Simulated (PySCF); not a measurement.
C2H4GeN2, SMILES [GeH3]/[CH]=N\C#N. Atoms are numbered in the order given.

```xyz
9

N      2.6732    -0.8909    -0.8083
C      2.0531    -0.0268    -0.3350
N      1.4696     1.0340     0.2191
C      0.2130     1.1062     0.4485
Ge    -1.1837    -0.2464     0.0787
H     -0.1141     2.0515     0.9128
H     -1.8135    -0.6192     1.4295
H     -2.2375     0.4328    -0.8089
H     -0.5532    -1.4589    -0.6094
```

Geometry: PBE0-D3(BJ)/def2-SVP. The structure was generated by enumeration; whether it is a known compound was not checked.

Computed with PySCF with PBE/pcSseg-1.

GIAO shieldings, no solvent; atoms alike by connectivity are averaged. δ = σ(ref) − σ: ¹⁵N against NH3 (σ = 267.0 ppm); ¹³C against TMS (σ = 182.0 ppm); ⁷³Ge against GeH4 (σ = 1614.4 ppm); ¹H against TMS (σ = 31.49 ppm), references at their B3LYP-D3(BJ)/def2-TZVP geometries, non-relativistic.

Computed chemical shifts:
| nucleus | atoms | count | δ (ppm) |
|---|---|---|---|
| ¹⁵N | N3 | 1 | 412.2 |
| ¹⁵N | N1 | 1 | 349.5 |
| ¹³C | C4 | 1 | 213.3 |
| ¹³C | C2 | 1 | 121.7 |
| ⁷³Ge | Ge5 | 1 | 68.9 |
| ¹H | H6 | 1 | 9.83 |
| ¹H | H7, H8, H9 | 3 | 4.75 |
